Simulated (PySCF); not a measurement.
LDA on Rh⁻ (rhodium, charge -1), [Kr] 4d8 5s2, high-spin 3F determinant. Computed with PySCF 2.14 in aug-cc-pVTZ-PP with ECP28MDF (6s6p5d3f2g, 88 functions), with scalar relativity through the core potential.

```
cycle= 1 E= -109.948700770634  delta_E= -0.0183  |g|= 0.207  |ddm|= 1.06
cycle= 2 E= -109.913352133392  delta_E= 0.0353  |g|= 0.38  |ddm|= 0.293
cycle= 3 E= -109.960639146758  delta_E= -0.0473  |g|= 0.0331  |ddm|= 0.318
cycle= 4 E= -109.961543044346  delta_E= -0.000904  |g|= 0.00198  |ddm|= 0.0877
cycle= 5 E= -109.961544843868  delta_E= -1.8e-06  |g|= 0.000114  |ddm|= 0.00531
cycle= 6 E= -109.961544854567  delta_E= -1.07e-08  |g|= 1.94e-05  |ddm|= 0.000427
cycle= 7 E= -109.961544854757  delta_E= -1.9e-10  |g|= 1.96e-07  |ddm|= 3.67e-05
converged SCF energy = -109.961544854757  <S^2> = 2.0122922  2S+1 = 3.0081836
```

Highest occupied orbital energy: 0.854 eV; ⟨L²⟩ = 12.01; populations by l: s 4.00, p 6.00, d 8.00, f 0.00.

Q: Can this result be used?

A: With care. The calculation finished and met its thresholds. Energies and moments cover only the electrons outside the core potential. At LDA the highest occupied level has a positive energy, so only the finite basis holds that electron; in a semilocal or global hybrid functional this comes from self-interaction and does not mean that the real anion is unbound.
